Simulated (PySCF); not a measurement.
A PySCF script (with the pyscf-properties extension) for the NMR shieldings of SMILES C(N[SiH2]C#CC)C(F)(F)F, C$_{5}$H$_{8}$F$_{3}$NSi, on a GFN2-xTB geometry:

```python
import basis_set_exchange as bse
import numpy as np
from pyscf import gto, dft
from pyscf.prop import nmr

atoms = """
C    -3.359319    1.047014   -0.104746
C    -2.281083    0.086120   -0.109425
C    -1.385931   -0.722274   -0.110222
Si    0.050529   -1.880194   -0.153464
N     1.557588   -1.148932   -0.617407
C     2.305211   -0.277867    0.228560
C     1.769769    1.158208    0.245976
F     2.676571    2.023293    0.735391
F     0.670352    1.300792    0.996457
F     1.456118    1.592842   -0.984209
H    -2.955148    2.053424    0.003709
H    -4.035135    0.844588    0.725852
H    -3.917153    0.986216   -1.039371
H     0.308512   -2.410169    1.187614
H    -0.149862   -2.886494   -1.196577
H     1.657979   -0.898596   -1.589969
H     2.269805   -0.645084    1.257019
H     3.352440   -0.216568   -0.093510
"""
names = dict.fromkeys(["C", "Si", "N", "F", "H"], "pcSseg-1")
basis = {el: gto.basis.parse(bse.get_basis(n, elements=[el], fmt="nwchem")) for el, n in names.items()}
mol = gto.M(atom=atoms, basis=basis, charge=0, verbose=0)
mf = dft.RKS(mol, xc="PBE0")
mf.grids.level = 2
mf.grids.alignment = dft.numint.BLKSIZE   # the property module wants whole blocks of grid points
mf.conv_tol = 1e-9
mf.kernel()

calc = nmr.RKS(mf)   # GIAO
C = mf.mo_coeff
Co = C[:, mf.mo_occ > 0]
resp = mf.gen_response(singlet=True, hermi=2)
def vind(x):   # induced exchange potential for any number of trial vectors
    d = np.einsum("pi,xij,qj->xpq", C, 2 * x.reshape(-1, C.shape[1], Co.shape[1]), Co, optimize=True)
    return np.einsum("xpq,pi,qj->xij", resp(d - d.transpose(0, 2, 1)), C, Co, optimize=True).ravel()
mo1, _ = nmr.rhf.solve_mo1(calc, with_cphf=vind)
sigma = calc.kernel(mo1)
for i, s in enumerate(sigma):   # ppm
    print("%2d %-2s %9.2f" % (i, mol.atom_pure_symbol(i), np.trace(s) / 3))
```

Q: What does it print?

A: 
```
 0 C     180.97
 1 C      72.67
 2 C     101.91
 3 Si    407.75
 4 N     240.85
 5 C     133.70
 6 C      52.18
 7 F     260.01
 8 F     253.50
 9 F     266.15
10 H      29.55
11 H      29.66
12 H      29.66
13 H      27.04
14 H      26.90
15 H      31.00
16 H      28.45
17 H      28.10
```

These numbers come from an equivalent density-fitted implementation of the same equations, which agrees with the script to about 0.01 ppm for H and up to a few tenths of a ppm for heavy atoms, so last digits may differ.

Q: Turn these shieldings into chemical shifts. Referencing at the same level of theory: ¹³C (σ = 186.93 ppm), ²⁹Si (σ = 349.16 ppm), ¹H (σ = 31.72 ppm) against TMS; ¹⁵N (σ = 267.73 ppm) against NH3; CFCl3 for ¹⁹F (σ = 170.95 ppm).

A: Averaging equivalent atoms: C 6: 134.7; C 1: 114.3; C 2: 85.0; C 5: 53.2; C 0: 6.0; Si 3: -58.6; N 4: 26.9; F 7/8/9: -88.9; H 13/14: 4.75; H 16/17: 3.44; H 10/11/12: 2.09; H 15: 0.71 ppm. Unscaled 19F shifts against computed CFCl3 carry errors that often reach 10 to 50 ppm. Experimental scales use liquid or dissolved standards, which lie at an offset from isolated NH3 (liquid NH3: subtract about 20 ppm).

Size and cost of the density-fitted run: 217 basis functions, 49 s wall time on 1 thread of an Arm Neoverse V1, shared host; peak memory 0.95 GiB.
